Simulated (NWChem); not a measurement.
Species: 1,1-difluoroethane (C₂H₄F₂); SMILES FC(C)F

Computed with NWChem. All runs use the structure optimised with PBE0/def2-SVP. Level: M05-2X/def2-SVP with SMD (1 M gas to 1 M solution), gas-phase geometry.

Question: Order these by “dipole in solution (D)”, lowest first: toluene; acetonitrile; diethyl ether.

Answer: toluene (2.46), diethyl ether (2.55), acetonitrile (2.66)
